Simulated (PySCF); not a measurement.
Isomers of C2H10N2Si2. Theory: PySCF 2.14.0, density-fitted response routines, TDDFT CAM-B3LYP/def2-SVPD, vertical, gas phase, core orbitals frozen in the response. Geometries: GFN2-xTB; one conformer of each isolated species. Triplets are in the Tamm–Dancoff approximation.

A. `C=N[Si@H](N)C[SiH3]`
B. `N[Si@@](N=C)([SiH3])C`
C. `C=N[SiH2]N(C)[SiH3]`

Lowest singlet levels (six at most, fewer where fewer were computed) with oscillator strengths:

1. 3.96 eV (f 0.000); 6.00 eV (f 0.034); 6.55 eV (f 0.125); 6.74 eV (f 0.004); 6.87 eV (f 0.052); 7.01 eV (f 0.157); T1 3.38 eV
2. 3.99 eV (f 0.001); 5.61 eV (f 0.002); 6.29 eV (f 0.006); 6.37 eV (f 0.006); 6.54 eV (f 0.015); 7.01 eV (f 0.037); T1 3.38 eV
3. 3.99 eV (f 0.000); 6.49 eV (f 0.059); 6.67 eV (f 0.010); 6.91 eV (f 0.017); 7.03 eV (f 0.012); 7.41 eV (f 0.011); T1 3.39 eV

Question: Match each spectrum to its molecule.

Answer: 1 = B, 2 = C, 3 = A.
- A: S1 at 3.99 eV, HOMO→LUMO (97%); Löwdin shares by element: HOMO nitrogen 56% or more, carbon 16% or more, silicon 10% or more, hydrogen 6% or more; LUMO carbon 40% or more, nitrogen 32% or more, hydrogen 14% or more; HOMO -8.31 and LUMO 0.36 eV.
- B: S1 at 3.96 eV, HOMO→LUMO (88%); Löwdin shares by element: HOMO nitrogen 66%, carbon 13% or more, hydrogen 5% or more (atoms not listed hold the other 16%); LUMO carbon 37% or more, nitrogen 30% or more, hydrogen 13% or more (atoms not listed hold the other 19%); HOMO -8.12 and LUMO 0.32 eV.
- C: S1 at 3.99 eV, HOMO-1→LUMO (94%); Löwdin shares by element: HOMO nitrogen 54% or more, silicon 15%, carbon 9% or more (atoms not listed hold the other 22%); LUMO carbon 39% or more, nitrogen 31% or more, hydrogen 15% or more (atoms not listed hold the other 15%); HOMO -8.12 and LUMO 0.21 eV.
A and B have S1 within 0.03 eV of each other; their strongest listed levels stand at 6.49 eV (f 0.059) and 7.01 eV (f 0.157).
A and C have S1 within 0.01 eV of each other; their strongest listed levels stand at 6.49 eV (f 0.059) and 7.01 eV (f 0.037).
B and C have S1 within 0.03 eV of each other; their strongest listed levels stand at 7.01 eV (f 0.157) and 7.01 eV (f 0.037).
